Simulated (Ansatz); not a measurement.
Ansatz results at the PBE0-D4/def2-TZVP geometry: HOMO energy (B3LYP/def2-TZVPP) -7.83 eV; HOMO energy (ωB97M-V/def2-TZVPP) -10.41 eV; HOMO–LUMO gap (PBE/def2-TZVPP) 6.27 eV.

Each molecule was computed in one conformer, which needn't be the lowest.

(1) Which molecule gave them?
A. `CN([SiH2]F)[SiH2]F`
B. `[NH2][GeH2][O][GeH2][NH2]`
C. `O[SiH](O)[SiH](Cl)Cl`
D. `F[SiH2]O[SiH](F)F`

Answers

(1) A. The others give `[NH2][GeH2][O][GeH2][NH2]`: -7.00, -9.62, 5.35; `O[SiH](O)[SiH](Cl)Cl`: -7.84, -10.07, 5.21; `F[SiH2]O[SiH](F)F`: -9.42, -11.90, 7.59.

B3LYP here is the variant with VWN-RPA as its local correlation; programs differ in this.
